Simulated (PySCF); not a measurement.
**Low-lying terms of As³⁺ (arsenic, charge +3)**

Ground state [Ar] 3d10 4s2, ¹S. All numbers are calculated (PySCF 2.14, a scalar-relativistic core potential, in aug-cc-pVQZ-PP with ECP10MDF (7s6p5d3f2g, 89 functions)). Vertical excitation energies in eV without spin-orbit coupling; excited terms of each kind are numbered among those the solver found. Frozen: 3s2 3p6.

| term | leading excitation | EOM-EE-CCSD |
| --- | --- | --- |
| 1 3P° | 4s → p | 9.465 |
| 1 1P° | 4s → p | 13.972 |
| 1 3D | 4s → d | 25.850 |
| 1 3S | 4s → s | 26.965 |
| 1 1S | 4s → s | 27.716 |
| 1 1D | 4s → d | 28.475 |
| 2 3P° | 4s → p | 30.901 |
| 2 1P° | 4s → p | 31.200 |
| 1 3F° | 4s → f | 35.048 |
| 1 1F° | 4s → f | 35.168 |
| 2 3D | 4s → d | 36.328 |
| 2 1D | 4s → d | 36.655 |

Doubly excited terms such as np² are absent. The solver can miss terms.
